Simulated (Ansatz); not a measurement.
Total energies of C$_{6}$H$_{18}$IN$_{3}$Zr (`C[N](C)[Zr]([I])([N](C)C)[N](C)C`).

| atom | x (Å) | y (Å) | z (Å) |
| --- | --- | --- | --- |
| C1 | -0.448 | 0.966 | 2.730 |
| N2 | 0.213 | 1.187 | 1.464 |
| C3 | 0.689 | 2.533 | 1.300 |
| Zr4 | 0.359 | -0.494 | 0.356 |
| I5 | 1.783 | -2.448 | 1.766 |
| N6 | -1.497 | -1.162 | -0.069 |
| C7 | -1.488 | -2.376 | -0.852 |
| C8 | -2.818 | -0.735 | 0.302 |
| N9 | 1.309 | -0.059 | -1.371 |
| C10 | 0.963 | -0.194 | -2.759 |
| C11 | 2.656 | 0.419 | -1.162 |
| H12 | -1.342 | 1.596 | 2.840 |
| H13 | -0.774 | -0.080 | 2.827 |
| H14 | 0.218 | 1.167 | 3.580 |
| H15 | -0.135 | 3.259 | 1.345 |
| H16 | 1.408 | 2.807 | 2.085 |
| H17 | 1.182 | 2.650 | 0.332 |
| H18 | -1.947 | -3.215 | -0.312 |
| H19 | -0.460 | -2.683 | -1.093 |
| H20 | -2.022 | -2.252 | -1.806 |
| H21 | -2.773 | 0.181 | 0.895 |
| H22 | -3.437 | -0.529 | -0.583 |
| H23 | -3.341 | -1.500 | 0.895 |
| H24 | -0.059 | -0.562 | -2.865 |
| H25 | 1.028 | 0.769 | -3.285 |
| H26 | 1.634 | -0.894 | -3.278 |
| H27 | 2.806 | 1.422 | -1.586 |
| H28 | 3.403 | -0.254 | -1.606 |
| H29 | 2.891 | 0.482 | -0.089 |

Charge 0, multiplicity 1. Correlated methods include outer-core shells of I, Zr, which these sets cover unevenly. Zr, I takes the def2 core potential. All single points use the PBE0-D4/def2-TZVP geometry. It is one conformer, not always the lowest. Basis def2-TZVPP, Ansatz.

RPA on PBE orbitals: Hartree–Fock energy of these orbitals -744.39398 Eh, correlation -3.95685 Eh (frozen core).

```
             functional  energy without D4 (Eh)  D4 term (kJ/mol)
                    PBE              -748.27280             -87.0
                 revPBE              -748.75510            -232.2
                   BLYP              -748.52019            -178.9
                   PBE0              -748.32362             -76.5
                  B3LYP              -748.93703            -136.9
HSE06 (plane-wave form)              -748.29749             -72.4
                ωB97X-V              -748.65509                 –
                ωB97M-V              -748.50425                 –
                 B2PLYP              -748.20283                 –
               PBE-QIDH              -748.07022                 –
```

Task: Give the same for LDA (SPW92), r2SCAN, B97M-V, r2SCANh, r2SCAN0, BHLYP, CAM-B3LYP, LC-ωPBE. (An estimate is asked.)

Result: Computed: 
```
 functional  energy without D4 (Eh)  D4 term (kJ/mol)
LDA (SPW92)              -744.68992                 –
     r2SCAN              -748.71469             -25.7
     B97M-V              -748.79202                 –
    r2SCANh              -748.66992             -27.5
    r2SCAN0              -748.60582             -30.1
      BHLYP              -748.40892            -112.3
  CAM-B3LYP              -748.55606             -79.4
    LC-ωPBE              -748.60890                 –
```

B3LYP takes the VWN-RPA correlation (the form of Gaussian; ORCA's B3LYP/G). HSE06 is the plane-wave form, built on full-range PBE exchange. The double hybrids freeze the cores in their second-order part.

LC-ωPBE has ω = 0.4 bohr⁻¹.
